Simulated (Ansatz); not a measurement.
A run on `O[SiH](F)CF` with other settings.

```yaml
crystal:
  periodic: [false, false, false]
  atoms:
    - {symbol: O, position_ang: [-0.746167, 1.191242, 1.241155]}
    - {symbol: Si, position_ang: [0.605938, 0.473981, 0.678237]}
    - {symbol: F, position_ang: [1.498569, 1.416480, -0.244704]}
    - {symbol: C, position_ang: [-0.228929, -0.674898, -0.677114]}
    - {symbol: F, position_ang: [-1.348487, -0.156905, -1.433351]}
    - {symbol: H, position_ang: [-1.155511, 1.359760, 0.689840]}
    - {symbol: H, position_ang: [1.281680, -0.314436, 1.615324]}
    - {symbol: H, position_ang: [-0.558145, -1.758539, -0.242148]}
    - {symbol: H, position_ang: [0.499477, -1.144249, -1.502811]}
basis:
  gaussian: {orbitals: aug-cc-pVTZ}
total_charge: 1
magnetization: {spin_polarized: true, initial_magnetization: 1}
hamiltonian: {xc: {name: r2SCANh}}
```

```sh
$ ansatz run in.yaml --threads 4 --pin off --events-out ev --progress --plain --max-ram 10444MiB
```

It prints (some lines left out):

```
Functional definition: r2SCANh
1418 factors; their error is unknown
mean field evaluation 1: about -16429.9704 eV, gradient 7.4e1 eV
mean field evaluation 2: about -16378.1817 eV, gradient 1.3e2 eV
mean field evaluation 4: about -16444.9107 eV, gradient 2.4e1 eV
mean field evaluation 8: about -16447.1898 eV, gradient 6.0e-1 eV
mean field evaluation 16: about -16447.1849 eV, gradient 2.3e-3 eV
mean field -16447.18485143 eV, -604.4228949877 hartree, gradient 3.7e-5 eV, S^2 0.755016; 3 other end points of the search recorded, 0 dependent functions left out
reference -16447.18486927 eV, -604.4228956433 hartree; 25, 24 occupied and 301, 302 virtual orbitals, 1418 factors
Total energy: -16447.18486927 eV, -604.4228956433 hartree
```

It took 26 s on 4 threads of an Intel Xeon on a shared host, with 1.4 GiB of host memory at the peak.
